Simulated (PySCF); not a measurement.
**Correlation energy of Rh²⁶⁺ (rhodium, charge +26)**

[Ar] 3d1, 2D determinant. Calculation: PySCF 2.14, in an uncontracted even-tempered set (18 s from 3.1 bohr⁻², ratio 2.5; 12 p from 4.1 bohr⁻², ratio 2.5; 8 d from 4.1 bohr⁻², ratio 2.5; 4 f from 14 bohr⁻², ratio 2.7; 3 g from 21 bohr⁻², ratio 2.7); the spin-free X2C one-electron Hamiltonian (Gaussian nucleus). Frozen: [Ne]; 9 electrons correlated; the 30 highest virtual orbitals of each spin left out.

MP2 pair energies summed by pair of shells (mhartree):

```json
{"pair": "3p-3p", "energy": "-288.34", "share (%)": "67.5"}
{"pair": "3p-3d", "energy": "-57.45", "share (%)": "13.5"}
{"pair": "3s-3p", "energy": "-57.04", "share (%)": "13.4"}
{"pair": "3s-3s", "energy": "-13.18", "share (%)": "3.1"}
{"pair": "3s-3d", "energy": "-10.97", "share (%)": "2.6"}
```

Total MP2 correlation energy: -426.98 mhartree.

At this charge the one-electron X2C treatment keeps the bare 1/r₁₂, with no two-electron picture change or Breit term. The effect here is smaller than on the frozen 1s shell; and a scalar Hamiltonian misses the large spin-orbit splitting of the p shells, which matters for ns² → np² pairs.
